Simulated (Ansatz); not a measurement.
Z-matrix (Å, degrees):
```
Si
F 1 1.591
C 1 1.999 2 99.4
S 1 1.962 2 123.9 3 -97.8
H 1 1.476 2 104.8 3 105.3
O 3 1.124 1 165.2 2 -124.8
```

Charge 0, multiplicity 1. The bonds changed during the relaxation, so this is another structure than the one it started from.

List the CAM-B3LYP/def2-TZVPP orbital energies in eV (Ansatz 0.2.0). (An estimate is asked.)

Ansatz gave: Occupied: -2418.79, -1803.21, -674.08, -527.01, -284.20, -216.84, -161.39, -161.31, -161.28, -147.56, -102.99, -102.89, -102.80, -35.61, -35.24, -21.61, -19.44, -17.76, -16.61, -16.59, -16.18, -14.99, -14.50, -13.10, -10.82, -8.63, -8.46. Lowest empty: -1.71, -1.28, 0.97, 1.88, 2.46, 3.09, 4.21, 5.12.
